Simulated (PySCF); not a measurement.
A structure optimised at PBE-D3(BJ)/def2-SVP, used in a PySCF frequency run:

```
C
C 1 1.5368
H 2 1.1097 1 111.95
H 2 1.1097 3 107.82 1 123.56
H 2 1.1132 3 107.32 4 115.33
C 1 1.5368 2 110.31 3 179.55
H 6 1.1097 1 111.95 2 -179.55
H 6 1.1097 7 107.82 1 -123.56
H 6 1.1132 7 107.32 8 -115.33
C 1 1.5368 2 110.31 3 -58.35
H 10 1.1097 1 111.95 2 179.55
H 10 1.1097 11 107.82 1 123.56
H 10 1.1132 11 107.32 12 115.33
Ge 1 2.0001 2 108.62 3 60.60
H 14 1.5551 1 110.19 2 -60.00
H 14 1.5551 15 108.74 1 -120.87
H 14 1.5551 15 108.74 16 -118.26
```

Task: Write its SMILES, formula and point group.

Result: C[C](C)(C)[GeH3], C₄H₁₂Ge, C3v

Task: What are its rotational constants (standard atomic weights)?

Result: 4.2512, 1.9464, 1.9464 GHz
